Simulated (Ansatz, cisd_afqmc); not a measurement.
Species: CF, charge 1, singlet. CF+ (parent SMILES F[C], singlet).
B3LYP-D3(BJ)/def2-TZVP minimum from Ansatz (a quantum-chemistry and plane-wave program):
```
C
F 1 1.1559
```
Charge +1, spin multiplicity 1.

Total energies in cc-pVDZ, 10 correlated electrons, 2 frozen orbitals. UHF or UKS for unpaired electrons; spin-orbit terms are left out. Correlated methods leave the cores frozen. No relativity. AFQMC/CISD: phaseless, guided by CISD from CCSD amplitudes; bars are statistical, one sigma. Outlying blocks are dropped, and bars are widened where a walk drifts. Over all cases where full CI ran beside it in this data, AFQMC minus full CI had a median of +0.1 mEh and passed +0.4 mEh in a tenth of the cases.

```csv
method,program,energy (Eh),minus CCSDTQ (mEh)
HF,Ansatz,-136.85262,303.10
MP2,Ansatz,-137.12978,25.94
CCSD,Ansatz,-137.14519,10.53
CCSD(T),Ansatz,-137.15451,1.21
CCSDT(Q),Ansatz,-137.15580,-0.08
CCSDTQ,Ansatz,-137.15572,0.00
AFQMC/CISD,cisd_afqmc,-137.1557 ± 0.0004,0.0 ± 0.4
```

Rough core times of Ansatz's runs on a shared machine: CCSD(T) under 20 s, CCSDT(Q) under 20 s, CCSDTQ 80 s.
